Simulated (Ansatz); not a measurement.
Molecule: Pb2H (charge -1, singlet). It need not be the lowest isomer of its formula. Whether it binds its extra electron was not tested at this geometry. SMILES: [PbH]#[Pb-]
Coordinates optimised at B3LYP-D3(BJ)/def2-TZVP (Ansatz, a first-principles code):
```xyz
3

Pb     0.0000     0.0000    -1.3598
Pb     0.0000     0.0000     1.3214
H      0.0000     0.0000     3.1451
```
Charge -1, spin multiplicity 1.

Parts of the frozen-core correlation energy in def2-SVP (Ansatz, hartree). Frozen orbitals: 18; correlated occupied orbitals by spin: 5 and 5; virtual: 34 and 34. No spin-orbit coupling. Past Kr the def2 sets carry scalar-relativistic core potentials. The restricted reference is unstable.

```csv
term,value
reference (HF),-384.23079
MP2 opposite-spin,-0.12185
MP2 same-spin,-0.03916
CCSD correlation,-0.17653
(T),-0.01131
CCSDT minus CCSD(T),-0.00074
T1 diagnostic,0.020
largest doubles amplitude,0.175
```
